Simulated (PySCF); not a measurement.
F2O2W, triplet, at a GFN2-xTB geometry (such geometries of metal compounds can be far from the true shape) (the multiplicity is a formal guess) (core potentials on W). Base run: PySCF with DF-B3LYP/def2-SVP.

PySCF was given this input:
```python
from pyscf import gto, scf, dft

mol = gto.Mole()
mol.atom = '''
    W     0.089280   -0.019613    0.030487
    O     1.286755   -0.836465   -0.908916
    O     0.705121    0.398882    1.589099
    F    -1.136500    1.410216   -0.036564
    F    -1.368138   -0.859988   -0.818717
'''
mol.basis = 'def2-svp'
mol.ecp = {'W': 'def2-svp'}
mol.charge = 0
mol.spin = 2
mol.verbose = 3
mol.build()

mf = dft.UKS(mol)
mf.xc = 'b3lyp'
mf = mf.density_fit(auxbasis='def2-universal-jkfit')
mf.kernel()
mf.analyze()
```

Variants of this job, named by their change:

```tsv
change	basis functions	E (Eh)	HOMO (eV)	dipole (D)	core-seconds (rough)
base	88	-417.02688	-7.47	1.67	10
basis = LANL2DZ	58	-418.01839	-8.13	2.00	10
basis = def2-SV(P)	81	-416.98614	-7.66	1.82	10
basis = def2-SVPD	127	-417.05367	-7.63	1.71	20
basis = def2-TZVP	164	-417.47916	-7.49	1.68	30
basis = def2-TZVPP	180	-417.48699	-7.48	1.61	30
basis = def2-TZVPD	203	-417.48271	-7.50	1.63	30
```

Totals compare only among sets that treat the same electrons; sets with core potentials leave the core out.

Open shells are given as the SCF converged; they aren't shown to be the lowest states, and a large step between rows can be another state.
